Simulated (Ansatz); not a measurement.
Reading a saddle point

A first-order saddle point of GePH$_{6}$, doublet, PBE0-D4/def2-TZVP, with one imaginary mode of 751i cm⁻¹:

```xyz
8
angstrom
H -0.4250 0.4059 0.3159
P -1.0480 1.8825 0.1048
Ge 0.4664 -1.2335 0.2737
H -1.3477 1.5555 -1.2457
H 0.2426 2.3704 -0.2370
H -0.4430 -2.3125 0.8883
H 1.7630 -1.0923 1.0906
H 0.7916 -1.5760 -1.1905
```

Computed with Ansatz 0.2.0 (basis: def2-TZVPP and def2-QZVPP); correlated methods freeze the cores; orbitals are unrestricted. Filled d shells of the heavier atoms are correlated. The def2 sets are not built for correlating such inner shells, so the correlated values are less sure here. Extrapolation: Hartree–Fock as exp(−7.88 √X), correlation as X^−2.97.

(1) Which contacts change along the imaginary mode, and what lies on either side? (Judge from chemistry; the calculation decides.)

(2) Which side is lower, and how far does the saddle lie above each? (Judge from chemistry; the value comes from the calculation.)

T1 diagnostic: at most 0.016. ⟨S²⟩ of the unrestricted Hartree–Fock references: 0.75 to 0.80 (a pure state has 0.75).

## Answers

(1) By the calculation: The step is GeH₃ + PH₃ → GeH₄ + PH₂, with the molecules in contact on both sides. Shortening one way: H1–Ge3; lengthening the same way: H1–P2.
```json
{"pair": "H1–Ge3", "one side (Å)": "3.31", "saddle (Å)": "1.87", "other side (Å)": "1.53"}
{"pair": "H1–P2", "one side (Å)": "1.42", "saddle (Å)": "1.62", "other side (Å)": "3.40"}
```

(2) By the calculation: The side with H1–Ge3 short is lower by 14.2 kJ/mol; the saddle lies 40.9 kJ/mol above it and 26.7 kJ/mol above the other (CCSD(T) at an estimated basis limit (MP2 extrapolated from triple and quadruple zeta, plus CCSD(T) − MP2 in triple zeta); electronic energies).

Radical steps of this kind take place in plasma deposition and etching.

For scale, one of the runs: CCSD(T)/def2-TZVPP, 174 basis functions, launched by `ansatz run in.yaml --threads 4 --pin off --events-out ev --progress --plain --max-ram 9574MiB`. Time: 110 s of wall clock on 4 CPU threads of an Intel Xeon; the host was shared. Peak host memory: 3.7 GiB.
